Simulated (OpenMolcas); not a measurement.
**B2+: effect of the active space**

```json
{
  "Program": "OpenMolcas",
  "Method": "CASSCF or its RAS form",
  "Basis": "ANO-RCC-VTZP",
  "Scalar Hamiltonian": "DKH3, point nucleus",
  "Spin-orbit coupling": "RASSI with atomic mean-field integrals over the reference wave functions, term energies averaged over their components"
}
```

A. 1 electron in 4 orbitals (2s 2p); 2S+1 = 2 even, 1 root; 2S+1 = 2 odd, 3 roots; cost of the order of 5 core-seconds
B. 1 electron in 8 orbitals (2s 2p 3s 3p); 2S+1 = 2 even, 1 root; 2S+1 = 2 odd, 3 roots; cost of the order of 6 core-seconds
C. 1 electron in 9 orbitals (RAS2 2s 2p; RAS3 3d, at most 1 electron); 2S+1 = 2 even, 1 root; 2S+1 = 2 odd, 3 roots; cost roughly 6 core-seconds

Energies in cm⁻¹ above 2s ²S_1/2, the measured ground level; measured values from Moore, Atomic Energy Levels, vol. I, NSRDS-NBS 35 (1971 reprint of NBS Circular 467, 1949).

```tsv
Level	A	B	C	Measured
2s ²S_1/2	0.0	0.0	0.0	0.0
2p ²P°_1/2	49051	49051	49051	48358
2p ²P°_3/2	49082	49082	49082	48393
```

Deviations, from unrounded energies. A percentage is the sum of absolute deviations over the sum of measured energies, with the sign that they share, or ± where signs differ.

```csv
Against measurement,Levels,A,B,C
mean absolute deviation (cm-1),2,690,690,690
other configurations (%),2,+1.4,+1.4,+1.4
```

A, B, C lie about equally close to measurement. The largest miss of A in the table is 2p ²P°_1/2, by +690 cm-1. The ranking rests on the paired levels alone, and a cruder setting can come out closer through cancelling errors.

Among A to C no level of the table moves by more than 5 cm-1.

With one active electron the reference holds no correlation, so core polarisation is missing. With one active electron outside closed inactive shells, the extra shells (3p 3s) add no correlation to the reference (holds for B). With one active electron outside closed inactive shells, the extra shells (3d) add no correlation to the reference (holds for C). Measured partners are found by configuration, term and J. A level has none where our copy of the source lacks it or the pairing is in doubt (some pairs that miss far off the trend of their configuration count as doubtful), and it then counts in no deviation. Only configurations of the active space appear.

° marks odd parity.
